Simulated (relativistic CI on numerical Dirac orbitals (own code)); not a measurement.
Computed by Dirac-Coulomb-Breit CI, KLI orbitals optimised for each configuration, model QED, unscaled Slater integrals (own radial code, finite nucleus).

Configuration list (outside the closed core [Ar] 3d10): 4s2 4p6 4d9, 4s2 4p5 4d10, 4s2 4p6 4d8 4f, 4s 4p6 4d10, 4s2 4p5 4d9 4f, 4s2 4p6 4d8 5s, 4s 4p6 4d9 4f, 4s2 4p6 4d8 5p, 4s2 4p6 4d7 4f 5s, 4s2 4p6 4d8 5d, 4s2 4p6 4d7 5s 5p, 4s2 4p5 4d9 5s, 4s2 4p6 4d8 5f, 4s2 4p5 4d9 5p, 4s2 4p6 4d8 6s, 4s2 4p6 4d8 5g, 4s2 4p6 4d8 6p, 4s2 4p6 4d8 6d, 4s2 4p5 4d9 5d, 4s 4p6 4d8 4f 5s, 4s 4p6 4d9 5s, 4p6 4d10 4f, 4s2 4p6 4d7 5s2, 4s2 4p6 4d6 4f 5s2, 4s2 4p5 4d7 4f 5s2, 4s 4p6 4d7 4f 5s2, 4p6 4d9 4f2, 4p5 4d10 4f2, 4p6 4d8 4f3, 4p5 4d9 4f3, 4p6 4d8 4f2 5s. Double excitations out of closed p, d and f shells are left out; levels of such configurations are missing from the list, as are those of other unlisted configurations, and high levels can miss mixing partners. These lack a partner that the ground configuration has and come out too high: 4s2 4p6 4d8 5p, 4s2 4p6 4d8 5d, 4s2 4p5 4d9 5s, 4s2 4p6 4d8 5f, 4s2 4p5 4d9 5p.

At this charge energies of transitions that change n are usually good to better than 1 %, and those within a shell (Δn = 0) to a few per cent.

Outline of the computed level scheme of Ho XXIII. Lowest level of each configuration: 4s2 4p6 4d9 2D_5/2 at 0.000 eV; 4s2 4p5 4d10 2P°_3/2 at 143.620 eV; 4s2 4p6 4d8 4f 4F°_5/2 at 156.024 eV.

Some strong electric-dipole decays among the lowest 45 levels: 4s2 4p5 4d10 2P°_3/2 → 4s2 4p6 4d9 2D_5/2 (2.4e+10 s⁻¹); 4s2 4p6 4d8 4f 4F°_5/2 → 4s2 4p6 4d9 2D_5/2 (1.5e+10 s⁻¹); 4s2 4p6 4d8 4f 4G°_7/2 → 4s2 4p6 4d9 2D_5/2 (1.1e+10 s⁻¹); 4s2 4p6 4d8 4f 4D°_1/2 → 4s2 4p6 4d9 2D_3/2 (6.9e+09 s⁻¹); 4s2 4p6 4d8 4f 4F°_3/2 → 4s2 4p6 4d9 2D_5/2 (5.1e+09 s⁻¹); 4s2 4p6 4d8 4f 2P°_3/2 → 4s2 4p6 4d9 2D_5/2 (4.1e+09 s⁻¹); 4s2 4p5 4d10 2P°_3/2 → 4s2 4p6 4d9 2D_3/2 (3.0e+09 s⁻¹); 4s2 4p6 4d8 4f 2F°_5/2 → 4s2 4p6 4d9 2D_5/2 (2.3e+09 s⁻¹).

LS names give the leading component of a level, which can be under half, so a name can repeat, a term be missing and a line seem to break the LS rules.
